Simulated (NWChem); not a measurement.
System: C3H9B; SMILES CB(C)C

NWChem input:

```
start job
memory heap 200 mb stack 900 mb global 1100 mb
geometry units angstroms noautosym nocenter noautoz
  B      0.006942     0.002851    -0.030278
  C      1.162680     1.069405     0.047199
  H      2.070355     0.791799    -0.510799
  H      1.463230     1.109510     1.113595
  H      0.859506     2.092332    -0.224118
  C      0.339272    -1.534766    -0.110564
  H     -0.410209    -2.110628    -0.677254
  H      0.276699    -1.917245     0.927648
  H      1.346287    -1.778704    -0.480592
  C     -1.495267     0.470481     0.025010
  H     -2.206190    -0.295344     0.371251
  H     -1.769134     0.697406    -1.025261
  H     -1.655014     1.406037     0.583768
end
basis spherical
  * library iglo-ii
end
dft
  xc pbe0
  iterations 150
end
property
  shielding
end
task dft property
```

Coordinates come from a PBE0/def2-SVP optimisation.

GIAO values for the isolated, static molecule; σ is the absolute isotropic shielding.

Atoms are numbered as in the input.

**Question.** Predict the main results of this run. (PBE0/IGLO-II, GIAO.) Quantities: basis functions; σ B1 (ppm); σ C2 (ppm); σ H3 (rotor mean) (ppm); σ C6 (ppm); σ H7 (rotor mean) (ppm); σ C10 (ppm); σ H11 (rotor mean) (ppm).

**Answer.** 
- number of basis functions: 142
- σ B1 (ppm): 16.2
- σ C2 (ppm): 170.8
- σ H3 (rotor mean) (ppm): 30.79
- σ C6 (ppm): 171.1
- σ H7 (rotor mean) (ppm): 30.81
- σ C10 (ppm): 170.4
- σ H11 (rotor mean) (ppm): 30.84
